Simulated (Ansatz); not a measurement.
Basis-set extrapolation for ClH₂PSSi, SMILES `Cl[SiH]1PS1` (PBE0-D4/def2-TZVP geometry, frozen core, the Gaussian-basis code of Ansatz). Multiplicity 1, RHF reference.

```tsv
	def2-TZVPP	def2-QZVPP
HF	-1487.987895	-1488.030215
MP2 correlation	-0.624237	-0.681930
CCSD(T) correlation	-0.708923	not run
```

Energies in hartree. Use E(X) = E(∞) + A·exp(−7.88·√X) for Hartree–Fock and E(X) = E(∞) + B·X^(−2.97) for correlation, with X = 3 and 4, and add CCSD(T) minus MP2 of the smaller set to the MP2 limit.

Task: What is the CCSD(T) energy at the basis-set limit?

Result: HF limit: -1488.030215 + (-0.042320) × 0.13774 = -1488.03604. MP2 limit: -0.681930 + (-0.057693) × 0.74074 = -0.72467. Higher-order term: -0.708923 − (-0.624237) = -0.08469. Total: -1488.84540 hartree, 390.1 kJ/mol below CCSD(T)/def2-TZVPP.
